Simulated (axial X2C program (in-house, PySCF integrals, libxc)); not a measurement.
# Nuclear properties of SbCN

Computed with an axial X2C code built on PySCF integrals: two-component X2C with atomic mean-field Coulomb and Gaunt terms, Gaussian nuclei, basis Sb dyall-v3z, C dyall-v3z, N dyall-av3z with contracted cores.

Sb–C–N held linear, with bonds 2.089 and 1.159 Å (near the PBE0 minimum at charge 0 of the determinant lowest at the starting distance; the state shown can have its own minimum elsewhere, held linear; other orders of the atoms were not compared).

Determinant lowest in the PBE0 search, Ω = 1 (⟨Sz⟩ = 1.00, ⟨Lz⟩ = 0.00 at PBE0), spin on the atoms Sb 0.98, C -0.10, N 0.12:

```tsv
level	Eeff magnitude (GV/cm)	Ws magnitude Sb (kHz)	A∥/gI Sb (MHz)	qzz Sb (a.u.)	A∥/gI C (MHz)	qzz C (a.u.)	A∥/gI N (MHz)	qzz N (a.u.)	μ (D)
PBE0	0.251	0.104	-988	1.04	-19.6	-0.41	-12.1	-1.10	-4.18
HF	3.07	1.74	-821	1.44	-51.3	-0.50	0.448	-1.25	-4.22
LDA	0.972	0.602	-959	0.80	-17.5	-0.39	-16.1	-1.06	-4.12
```

Determinant 0.42 eV from it at PBE0 and this distance, Ω = 0 (closed shell), highest spinor 85% Sb p, 8% N p, 5% C d:

```json
{"level": "PBE0", "qzz Sb (a.u.)": "1.55", "qzz C (a.u.)": "-0.42", "qzz N (a.u.)": "-1.10", "μ (D)": "-4.20"}
{"level": "HF", "qzz Sb (a.u.)": "1.88", "qzz C (a.u.)": "-0.52", "qzz N (a.u.)": "-1.28", "μ (D)": "-4.40"}
{"level": "LDA", "qzz Sb (a.u.)": "1.40", "qzz C (a.u.)": "-0.40", "qzz N (a.u.)": "-1.07", "μ (D)": "-4.13"}
```

Eeff is the effective electric field on the electron electric dipole moment in this Ω state and Ws the scalar–pseudoscalar constant of the nucleus named (defined with the proton number Z and per Ω); A∥ (defined per Ω) follows by multiplying with gI = μI/(I μN); qzz is the electric field gradient, eQq0 = 234.96 MHz × Q/barn × qzz; μ is positive if the N end (last atom) is positive. The operators were transformed with the bare-nucleus X2C matrices; with these basis sets, hyperfine constants and field gradients can be off by tens of per cent, and where levels differ in sign neither size nor sign is settled.

Q: With gI(121Sb) = 1.3454, Q(121Sb) = -0.543 barn, Q(14N) = 0.02044 barn (g factors from the IAEA table of nuclear moments by Stone; Q from Pyykkö, Mol. Phys. 2018), turn the PBE0 values of the first state into constants in MHz.

A: A∥(121Sb) = -988 × 1.3454 = -1330 MHz; eQq0(121Sb) = 234.96 × (-0.543) × (1.04) = -133 MHz; eQq0(14N) = 234.96 × (0.02044) × (-1.10) = -5.28 MHz.

The molecule was held linear; bending was not examined, so a bent shape may lie lower.

Each state is one determinant with collinear spin, which with several unpaired electrons need not be a pure state. Unrestricted Hartree–Fock can overshoot spin polarisation at the nuclei. In the state Ω = 1 the sign of Eeff differs between levels (LDA against PBE0). A closed determinant beside an open π² or δ² triplet, such as (π1/2)², mixes with its partner pair into the 0⁺ component of the triplet and ¹Σ⁺, so its energy is not that of a level, and 0⁺ can lie lowest. With several open shells hyperfine constants can be off by a factor of several. Where Eeff spreads by more than a factor of two the levels disagree and none is to be relied on. Open-shell Ω = 0 determinants with evenly filled partner blocks cannot be reached by this program, so the Ω shown need not be the lowest component. States lie within half an eV, so the first need not be the ground state. The sign of Ws at Sb differs between levels in the first state. Where a field gradient or hyperfine factor spreads by more than a factor of two over the levels, a constant derived from it is not to be relied on. PBE0 term energies can be off by some tenths of an eV.
